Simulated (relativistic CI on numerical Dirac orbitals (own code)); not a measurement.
## One change at a time: Hf⁴⁵⁺

Base calculation: Dirac-Coulomb-Breit CI, orbitals from a KLI potential per configuration, model QED (radiative potential, 1s self-energy scaled to tabulated hydrogen-like ionisation energies), unscaled Slater integrals.

Configurations in the expansion (outside the closed core [Ne]): 3s²3p⁶3d⁹, 3s²3p⁵3d¹⁰, 3s3p⁶3d¹⁰, 3s²3p⁶3d⁸4s, 3s²3p⁶3d⁸4p, 3s²3p⁴3d¹⁰4s, 3s²3p⁶3d⁸4d, 3s²3p⁴3d¹⁰4p, 3s²3p⁵3d⁹4s, 3s²3p⁶3d⁸4f, 3s²3p⁴3d¹⁰4d, 3s3p⁵3d¹⁰4s, 3s²3p⁵3d⁹4p, 3s3p⁵3d¹⁰4p, 3s²3p⁶3d⁷4s², 3s²3p⁵3d⁹4d, 3s3p⁶3d⁹4s, 3s3p⁵3d¹⁰4d, 3s²3p⁶3d⁷4s4p, 3p⁶3d¹⁰4s, 3s²3p⁶3d⁸5s, 3s²3p⁵3d⁹4f, 3s²3p⁶3d⁷4p², 3s²3p⁶3d⁷4s4d, 3s3p⁶3d⁹4p, 3s²3p⁶3d⁸5p, 3p⁶3d¹⁰4p, 3s²3p⁵3d⁸4s², 3s²3p⁶3d⁸5d, 3s²3p⁶3d⁷4p4d, 3p⁶3d¹⁰4d, 3s²3p⁶3d⁸5f, 3s3p⁶3d⁹4d, 3s²3p⁶3d⁸5g, 3s²3p⁵3d⁸4s4p, 3s²3p⁶3d⁷4d². Levels of other configurations are missing.

Variants: (1) configuration mixing switched off. Shifts of the energy above 3s²3p⁶3d⁹ ²D5/2, in eV, for the lowest level and the first level of each name with at least 55 % of one term (blank where a level changes its place among those of its configuration and J or its character, or is not in the variant):

```
             Level     Base   Δ(1)
   3s²3p⁶3d⁹ ²D5/2     0.00   0.00
   3s²3p⁶3d⁹ ²D3/2    58.35  -0.02
 3s²3p⁵3d¹⁰ ²P°3/2   427.79  +0.15
 3s²3p⁵3d¹⁰ ²P°1/2   697.51  +0.44
   3s3p⁶3d¹⁰ ²S1/2   924.69  +0.99
 3s²3p⁶3d⁸4s ⁴F9/2  1492.39  -0.49
 3s²3p⁶3d⁸4s ²F7/2  1495.32  -0.50
 3s²3p⁶3d⁸4s ⁴F7/2  1549.95  -0.57
 3s²3p⁶3d⁸4s ⁴F5/2  1550.64  -0.52
 3s²3p⁶3d⁸4s ²G9/2  1564.71  -0.52
 3s²3p⁶3d⁸4s ²G7/2  1565.25  -0.48
 3s²3p⁶3d⁸4s ²P1/2  1565.94   0.00
3s²3p⁶3d⁸4p ²P°1/2  1611.21  +1.20
 3s²3p⁶3d⁸4s ⁴F3/2  1613.10
```

At this charge energies of transitions that change n are usually good to better than 1 %, and those within a shell (Δn = 0) to a few per cent.

Ionisation energy from the two ground configurations alone: base 3858.43 eV. The NIST ASD value (theoretical) is 3858 eV.

LS names give the leading component of a level, which can be under half, so a name can repeat, a term be missing and a line seem to break the LS rules.
